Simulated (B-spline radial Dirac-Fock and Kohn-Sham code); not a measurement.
A summary of the ionisation energies of manganese (Z = 25) against charge, from ΔSCF Dirac-Fock with Breit, self-energy and vacuum polarisation, finite nucleus, configuration average and from the NIST table. The largest relative steps of the computed values, from charge +5 on, come at Mn⁵⁺ (20 electrons left, 69.93 to 93.04 eV); Mn⁷⁺ (18 electrons left, 118.1 to 194.7 eV); Mn¹⁵⁺ (10 electrons left, 434.5 to 1135.1 eV); Mn²³⁺ (2 electrons left, 1879.7 to 8139.3 eV). The median of |NIST − computed| / NIST over the 25 ions is 0.51 %.

```
charge  computed (eV)  NIST (eV)
     0           6.64   7.434038
     1          14.39   15.63999
     2          30.26     33.668
     3          48.93      51.21
     4          69.93      72.41
     5          93.04     95.604
     6          118.1    119.203
     7          194.7      195.5
     8          222.1     221.89
     9          250.4      248.6
    10          279.7      286.1
    11          309.9      314.4
    12          341.1      343.6
    13          400.6     402.95
    14          434.5    435.172
    15         1135.1     1133.7
    16         1229.6     1224.1
    17         1327.0     1320.3
    18         1427.4     1430.9
    19         1530.6     1537.2
    20         1636.7     1643.2
    21         1781.9     1788.7
    22         1879.7   1879.873
    23         8139.3   8140.786
    24         8572.0   8571.954
```
